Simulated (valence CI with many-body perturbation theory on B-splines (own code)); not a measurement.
# E1 line list for F3+

Level of theory: configuration interaction combined with many-body perturbation theory (CI+MBPT): four valence electrons over a frozen Dirac-Fock core [He], radial functions for each j: 11 s, 11 p, 10 d, 8 f, 5 g, 2 h, with the one-electron correlation potential Σ1 (screened to all orders), the two-electron term Σ2, the three-electron term Σ3, Breit, model QED; selected single and double excitations, second order for the rest, scaled by the run's own slope (own B-spline code, finite nucleus).

Set against measurement, 48 paired levels are off by 141 cm⁻¹ on average, the worst by 849. These come from a selection out of Moore, Atomic Energy Levels, vol. I, NSRDS-NBS 35 (1971 reprint of NBS Circular 467, 1949), an old analysis. Levels without a partner in it may be off by more. Among the levels kept, up to 2200 cm⁻¹ of a level comes from second order outside the variational space, and about a tenth of that is noise between levels of different J, which matters for small intervals. 1 measured level below the end of the list, from 492395 cm⁻¹ on, found no clear computed partner, and computed levels of the same name lie up to 459 cm⁻¹ from them.

Lines 101 to 150 of 560 in falling wavelength, among levels below 647726 cm⁻¹, chosen from the strongest by gf and those to the six lowest levels. Wavelengths and rates use the calculated energies, so an error of 100 cm⁻¹ moves a line at 4731 Å by 0.47 % and its rate by three times that or more. Electric multipoles are in the length gauge, E1 and E2 with the static RPA response of the core. Weak lines are less certain than strong ones. Lines between different terms over intervals too small for the method are left out, as are lines whose strength nearly cancels. Where a level lies close to another of its J and parity, the split of strength between their lines is uncertain. The highest levels of a list are the least certain.

Names give the largest LS component (configuration and term), which can be under half, so a name can repeat, a term be missing and a line seem to break the LS rules; names also repeat where a configuration has a term twice. Letters in brackets count levels of one name in rising energy.

```
λ vac (Å)  λ from measured levels              Upper              Lower   A (s⁻¹)  S (a.u.) with core polarisation  S without
     4927                               2s²2p4p ³D_3  2s2p²3p ³P°_2 [a]  1.96e+07                         8.09e+00   8.09e+00
     4901                               2s²2p4p ³D_2  2s2p²3p ³P°_1 [a]  1.48e+07                         4.30e+00   4.30e+00
     4878                               2s²2p4p ³P_2  2s2p²3p ³P°_2 [a]  2.16e+07                         6.19e+00   6.19e+00
     4831                              2s²2p6s ³P°_2       2s²2p5p ³S_1  3.00e+07                         8.35e+00   8.35e+00
     4779                              2s²2p6s ³P°_1       2s²2p5p ³P_1  3.01e+07                         4.86e+00   4.86e+00
     4745                              2s²2p6s ³P°_1       2s²2p5p ³P_0  2.48e+07                         3.92e+00   3.92e+00
     4731                    4724      2s²2p4d ³D°_2       2s2p²3s ³D_2  1.47e+07                         3.84e+00   3.84e+00
     4724                              2s²2p4d ³D°_3       2s2p²3s ³D_3  1.74e+07                         6.33e+00   6.33e+00
     4711                              2s²2p6s ³P°_2       2s²2p5p ³P_2  7.02e+07                         1.81e+01   1.81e+01
     4700                               2s²2p4p ¹S_0      2s²2p4s ¹P°_1  1.27e+08                         6.50e+00   6.50e+00
     4570                              2s²2p6s ³P°_1       2s²2p5p ³D_2  9.81e+07                         1.39e+01   1.39e+01
     4564                              2s²2p4d ¹P°_1       2s²2p4p ¹P_1  7.12e+07                         1.00e+01   1.00e+01
     4555                              2s²2p6s ³P°_0       2s²2p5p ³D_1  1.45e+08                         6.75e+00   6.75e+00
     4532                              2s²2p6s ³P°_2       2s²2p5p ³D_3  9.78e+07                         2.25e+01   2.25e+01
     4114                    4001       2s2p²3s ¹D_2      2s²2p4s ¹P°_1  5.61e+07                         9.64e+00   9.64e+00
     4100                               2s²2p3p ¹P_1      2s²2p3s ¹P°_1  4.86e+07                         4.96e+00   4.96e+00
     4089                              2s²2p6s ¹P°_1       2s²2p5p ¹P_1  4.39e+07                         4.44e+00   4.44e+00
     4088                              2s2p²3p ¹D°_2       2s2p²3s ¹D_2  2.86e+07                         4.83e+00   4.83e+00
     3803                              2s²2p3d ¹P°_1       2s²2p3p ¹S_0  5.06e+07                         4.12e+00   4.12e+00
     3637                              2s2p²3p ¹F°_3       2s2p²3s ¹D_2  3.22e+07                         5.35e+00   5.35e+00
     3461                    3462       2s2p²3d ³P_2  2s2p²3p ³P°_2 [a]  2.87e+07                         2.94e+00   2.94e+00
     3319                               2s2p²3d ⁵P_3      2s2p²3p ⁵S°_2  5.67e+07                         7.16e+00   7.16e+00
     3302                               2s2p²3d ⁵P_2      2s2p²3p ⁵S°_2  5.96e+07                         5.29e+00   5.29e+00
     3292                               2s2p²3d ⁵P_1      2s2p²3p ⁵S°_2  6.16e+07                         3.25e+00   3.25e+00
     3176                          2s2p²3p ³D°_3 [a]   2s2p²3s ³P_2 [a]  1.05e+08                         1.16e+01   1.16e+01
     3167                          2s2p²3p ³D°_2 [a]   2s2p²3s ³P_1 [a]  8.16e+07                         6.40e+00   6.40e+00
     3165                          2s2p²3p ³D°_1 [a]   2s2p²3s ³P_0 [a]  6.07e+07                         2.85e+00   2.85e+00
     3137                              2s2p²3p ³F°_4       2s²2p4p ³D_3  6.08e+07                         8.33e+00   8.33e+00
     3124                              2s2p²3p ³F°_3       2s²2p4p ³D_2  4.05e+07                         4.26e+00   4.26e+00
     3106                           2s2p²3d ³F_4 [b]  2s2p²3p ³D°_3 [b]  9.18e+07                         1.22e+01   1.22e+01
     3105                           2s2p²3d ³F_3 [b]  2s2p²3p ³D°_2 [b]  8.14e+07                         8.41e+00   8.41e+00
     3103                           2s2p²3d ³F_2 [b]  2s2p²3p ³D°_1 [b]  7.75e+07                         5.72e+00   5.72e+00
     3102                              2s2p²3p ³F°_2       2s²2p4p ³D_1  4.94e+07                         3.64e+00   3.64e+00
     3086                              2s²2p5s ¹P°_1       2s2p²3s ¹D_2  1.84e+08                         7.99e+00   7.99e+00
     2964                               2s²2p5p ¹D_2      2s²2p4d ¹F°_3  1.49e+08                         9.60e+00   9.60e+00
     2938                               2s²2p5p ³D_3      2s²2p4d ³D°_3  2.98e+07                         2.61e+00   2.61e+00
     2933                              2s2p²3p ¹D°_2       2s²2p4p ¹D_2  4.03e+07                         2.51e+00   2.51e+00
     2915                               2s²2p5p ¹P_1      2s²2p4d ¹D°_2  7.95e+07                         2.91e+00   2.91e+00
     2888                               2s²2p5p ³S_1      2s²2p4d ³P°_1  7.28e+07                         2.60e+00   2.60e+00
     2878                               2s²2p5p ³P_1      2s²2p4d ³D°_2  1.20e+08                         4.23e+00   4.23e+00
     2877                               2s²2p5p ³S_1      2s²2p4d ³P°_2  8.56e+07                         3.02e+00   3.02e+00
     2874                               2s²2p5p ¹P_1      2s²2p4d ³F°_2  7.11e+07                         2.50e+00   2.50e+00
     2867                               2s²2p5p ³P_2      2s²2p4d ³D°_3  1.07e+08                         6.24e+00   6.24e+00
     2842                               2s2p²3d ³D_3      2s²2p4s ³P°_2  3.92e+07                         3.11e+00   3.11e+00
     2827                    2827       2s²2p3p ³D_3      2s²2p3s ³P°_2  1.45e+08                         1.13e+01   1.13e+01
     2823                               2s²2p3p ³D_1      2s²2p3s ³P°_0  8.26e+07                         2.75e+00   2.75e+00
     2819                    2822       2s²2p3p ³D_2      2s²2p3s ³P°_1  1.12e+08                         6.18e+00   6.19e+00
     2806                              2s2p²3p ⁵D°_3       2s2p²3s ⁵P_3  5.02e+07                         3.83e+00   3.84e+00
     2804                               2s²2p5p ³D_1      2s²2p4d ¹D°_2  7.75e+07                         2.53e+00   2.53e+00
     2797                          2s2p²3p ³D°_3 [b]       2s²2p4p ³D_3  6.01e+07                         4.54e+00   4.54e+00
```
